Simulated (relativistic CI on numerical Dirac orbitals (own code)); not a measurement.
# Ions with 24 electrons, Gd40+ to Bi59+

Calculated at this level of theory: Dirac-Coulomb-Breit CI, separate exchange-only KLI orbitals for each configuration, model QED, unscaled Slater integrals (own radial code, finite nucleus).

Configurations in the expansion (outside the closed core [Ne]): 3s2 3p6 3d6, 3s2 3p6 3d5 4s, 3s2 3p5 3d7, 3s2 3p4 3d8, 3s 3p6 3d7, 3p6 3d8, 3s2 3p6 3d5 4p. Levels of other configurations are missing.

Energies above each ion's lowest level, in eV. Levels are followed by their leading LS label, which can pass from one level to another where the coupling changes.

```csv
Ion,3s2 3p6 3d6 5D_4,3s2 3p6 3d6 3P_2,3s2 3p6 3d6 3P_0,3s2 3p6 3d6 5D_3,3s2 3p6 3d6 5D_1
Gd40+,0,6.03,18.219,28.363,32.072
Tb41+,0,6.1894,18.965,30.985,34.801
Dy42+,36.264,6.3523,19.71,33.775,37.697
Ho43+,39.099,6.5184,20.452,36.739,40.767
Er44+,42.119,6.6876,21.192,39.881,44.017
Tm45+,45.329,6.8597,21.929,43.21,47.454
Yb46+,48.736,7.0347,22.664,46.73,51.083
Lu47+,52.346,7.2122,23.397,50.45,54.913
Hf48+,56.166,7.3923,24.128,54.376,58.949
Ta49+,60.202,7.5748,24.856,58.516,63.199
W50+,64.462,7.7596,25.583,62.875,67.67
Re51+,68.952,7.9465,26.309,67.463,72.37
Os52+,73.681,8.1356,27.033,72.286,77.306
Ir53+,78.655,8.3267,27.755,77.353,82.487
Pt54+,83.883,8.5197,28.477,82.671,87.92
Au55+,89.373,8.7146,29.199,88.249,93.614
Hg56+,95.132,8.9114,29.919,94.095,99.576
Tl57+,101.17,9.11,30.64,100.22,105.82
Pb58+,107.49,9.3104,31.36,106.62,112.34
Bi59+,114.11,9.5125,32.081,113.33,119.16
```

The lowest level keeps the configuration 3s2 3p6 3d6 and J = 4 throughout.

Between Z = 80 and 83 the energy of 3s2 3p6 3d6 5D_4 follows a local power law Z^4.9. For orientation: electrostatic splittings inside a shell grow about linearly with the screened charge, excitations that change n as its square, and fine structure as its fourth power; written in Z itself the exponents are larger, since the screened charge grows faster in proportion.
